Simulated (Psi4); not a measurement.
A dimer, H3N ··· HCl (SMILES N and Cl); the first 4 atoms form monomer A.

```
6

N      0.0010    -0.0013     0.2791
H     -0.4513     0.8284    -0.0877
H     -0.4919    -0.8041    -0.0950
H      0.9422    -0.0230    -0.0964
Cl    -0.3339    -2.2638     2.7423
H     -0.2329    -1.2670     1.9426
```

Q: What interaction energy does SAPT0/jun-cc-pVDZ, frozen core (Psi4) give, and which attractive term is the largest?

A: Total -5.63 kcal/mol: electrostatics -8.81, exchange 8.12, induction -3.14, dispersion -1.80. The most attractive term is electrostatics.
